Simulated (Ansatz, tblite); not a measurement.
Cost and result up the ladder for Ni₂H (the lowest doublet isomer of a short search) (3 atoms). Charge 0, multiplicity 2. Geometry: r2SCAN-D4/def2-TZVP.

Cartesian coordinates in Å:
```
Ni 1.015 0.163 0.517
Ni -0.907 0.571 -0.419
H -0.108 -0.735 -0.098
```

Ansatz on 4 threads of Arm Neoverse N1 on a shared host; xTB runs through tblite on one thread. Times are rough, summed over both states, and most runs start from the orbitals of an earlier one. RPA@PBE/def2-TZVP serves as the yardstick here, not as an exact answer. The other state is a quartet at its own geometry, which has other bonds, so the gap mixes isomer and spin.

The xTB rows come from tblite. Correlated methods freeze 10 core orbitals; core or outer-core shells of Ni are correlated, in sets that lack core-valence functions. The structure comes from a short search, and lower isomers may exist.

Run but left out: HF/STO-3G, HF/def2-TZVP, HF/def2-TZVPP, r2SCAN-D4/def2-TZVP, PBE0-D4/def2-TZVP, r2SCAN0-D4/def2-TZVP, BHLYP-D4/def2-TZVP, LC-ωPBE/def2-TZVP, MP2/def2-TZVP, MP2/def2-TZVPP, CCSD/def2-TZVPP, CCSD(T)/def2-TZVPP (doublet: ⟨S²⟩ 1.09 to 4.73, where a pure state has 0.75).

Correlated methods converge slowly with the basis.

xTB has no spin-polarisation term.

```
              level  functions  wall time
           GFN1-xTB         20    0.005 s
           GFN2-xTB         19    0.006 s
  RPA@PBE/def2-TZVP         96       15 s
revPBE-D4/def2-TZVP         96       17 s
   PBE-D4/def2-TZVP         96       19 s
  BLYP-D4/def2-TZVP         96       21 s
```

Estimate what each level gives for the quartet − doublet (eV).


| level | quartet − doublet (eV) | difference from RPA@PBE/def2-TZVP (eV) |
| --- | --- | --- |
| GFN1-xTB | -0.06 | -0.04 |
| GFN2-xTB | 1.70 | 1.72 |
| RPA@PBE/def2-TZVP | -0.02 | 0.00 |
| revPBE-D4/def2-TZVP | 0.58 | 0.60 |
| PBE-D4/def2-TZVP | 0.66 | 0.68 |
| BLYP-D4/def2-TZVP | 0.53 | 0.55 |
